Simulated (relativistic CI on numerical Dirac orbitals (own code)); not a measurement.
## Electric-dipole lines of Sm²⁸⁺

Method of calculation: Dirac-Coulomb-Breit CI, orbitals from a KLI potential per configuration, model QED (radiative potential, 1s self-energy scaled to tabulated hydrogen-like ionisation energies), unscaled Slater integrals (own radial code, finite nucleus).

Configurations in the expansion (outside the closed core [Ar] 3d10): 4s2.4p4, 4s.4p5, 4s2.4p3.4d, 4p6, 4s.4p4.4d, 4s2.4p3.4f, 4s.4p4.4f, 4p5.4d, 4s.4p3.4d2, 4s2.4p2.4d.4f, 4p5.4f, 4s2.4p3.5s, 4p4.4d.4f, 4p5.5s, 4s2.4p3.5p, 4s.4p3.4f2, 4s.4p3.4d.5s, 4s.4p4.5s, 4s2.4p2.4f.5s, 4s2.4p3.5d, 4s.4p4.5p, 4s2.4p3.5f, 4s2.4p3.5g, 4s.4p4.5d, 4p4.4f.5s, 4s2.4p3.6s, 4s.4p4.5f, 4s2.4p2.4d2, 4s2.4p.4d3, 4s.4p2.4d3, 4s2.4p.4d2.4f, 4s.4p2.4d2.4f, 4s2.4p.4d2.5s, 4p4.4d2, 4p3.4d3, 4p3.4d2.4f, 4p3.4d2.5s, 4s2.4p2.4d.5s, 4s.4p2.4d2.5s, 4s2.4p.4d.4f.5s, 4s.4p2.4d.4f.5s, 4s2.4p.4d.5s2, 4p4.4d.5s, 4p3.4d.4f.5s, 4p3.4d.5s2, 4s2.4p2.5s2, 4s.4p2.4d.5s2, 4s2.4p.4f.5s2, 4s.4p2.4f.5s2. Double excitations out of closed p, d and f shells are left out; levels of such configurations are missing from the list, as are those of other unlisted configurations, and high levels can miss mixing partners. These lack a partner that the ground configuration has and come out too high: 4s2.4p3.5p, 4s2.4p3.5d, 4s.4p4.5p, 4s2.4p3.5f, 4s2.4p3.5g.

| λ vac (Å) | Lower | Upper | A (s⁻¹) | log gf | S velocity/length |
| --- | --- | --- | --- | --- | --- |
| 75.293 | 4s.4p5 3P°_2 [6] | 4s.4p4.4d 3D_3 [111] | 4.20e+11 | 0.40 | 0.99 |
| 75.561 | 4s2.4p3.4d 3G°_5 [27] | 4s2.4p2.4d2 3H_6 [222] | 7.86e+11 | 0.94 | 0.98 |
| 75.715 | 4s2.4p3.4d 3F°_4 [12] | 4s2.4p3.4f 5F_5 [148] | 6.69e+11 | 0.80 | 0.99 |
| 75.755 | 4s2.4p3.4d 3F°_4 [12] | 4s2.4p2.4d2 5D_4 [146] | 6.18e+11 | 0.68 | 0.97 |
| 75.997 | 4s.4p5 3P°_2 [6] | 4s.4p4.4d 3P_2 [105] | 4.78e+11 | 0.32 | 0.98 |
| 76.076 | 4s2.4p3.4d 3G°_3 [14] | 4s2.4p2.4d2 3F_3 [165] | 5.47e+11 | 0.52 | 0.96 |
| 76.564 | 4s2.4p3.4d 3F°_4 [26] | 4s2.4p2.4d2 3G_5 [213] | 6.05e+11 | 0.77 | 0.97 |
| 76.825 | 4s2.4p4 3P_2 [1] | 4s2.4p3.4d 3D°_3 [32] | 8.23e+11 | 0.71 | 1.02 |
| 77.508 | 4s2.4p4 1D_2 [4] | 4s2.4p3.4d 1F°_3 [46] | 8.01e+11 | 0.70 | 1.02 |
| 77.598 | 4s2.4p4 3P_2 [1] | 4s2.4p3.4d 3P°_2 [29] | 6.44e+11 | 0.46 | 1.01 |
| 77.974 | 4s2.4p4 3P_1 [3] | 4s2.4p3.4d 3P°_1 [43] | 5.50e+11 | 0.18 | 1.00 |
| 78.230 | 4s2.4p3.4d 3D°_3 [32] | 4s2.4p2.4d2 3F_4 [225] | 1.02e+12 | 0.93 | 0.97 |
| 78.450 | 4s2.4p3.4d 3F°_3 [10] | 4s2.4p2.4d2 3F_4 [120] | 4.95e+11 | 0.61 | 0.97 |
| 79.125 | 4s2.4p3.4d 3F°_2 [8] | 4s.4p4.4d 3D_3 [114] | 4.72e+11 | 0.49 | 0.98 |
| 80.468 | 4s2.4p3.4d 3G°_4 [22] | 4s2.4p3.4f 1H_5 [190] | 6.21e+11 | 0.82 | 0.96 |
| 81.854 | 4s2.4p3.4d 1F°_3 [46] | 4s2.4p2.4d2 1G_4 [303] | 1.37e+12 | 1.09 | 0.97 |
| 84.261 | 4s2.4p3.4d 3F°_4 [40] | 4s2.4p3.4f 3G_5 [271] | 6.62e+11 | 0.89 | 0.97 |
| 88.481 | 4s2.4p4 3P_1 [3] | 4s2.4p3.4d 1D°_2 [39] | 3.99e+11 | 0.37 | 1.02 |
| 88.868 | 4s2.4p4 3P_0 [5] | 4s2.4p3.4d 1P°_1 [52] | 6.87e+11 | 0.39 | 1.01 |
| 96.638 | 4s2.4p4 3P_2 [1] | 4s2.4p3.4d 3G°_3 [14] | 1.32e+11 | 0.11 | 1.02 |

Terms are leading LS components. Brackets give the number of a level in order of energy, since labels repeat. The list gives strong lines, with weight on those to low levels, among the lowest 400 of 10723 levels, so that lines to higher ones, which can be the strongest, are missing. Levels whose partners in the same complex of configurations lie outside the list can be far off, and so can their lines. Rates are taken at the computed energies, electric ones in the length gauge. A velocity-to-length ratio far from 1 marks an uncertain rate.

At this charge energies of transitions that change n are usually good to better than 1 %, and those within a shell (Δn = 0) to a few per cent.

LS names give the leading component of a level, which can be under half, so a name can repeat, a term be missing and a line seem to break the LS rules.
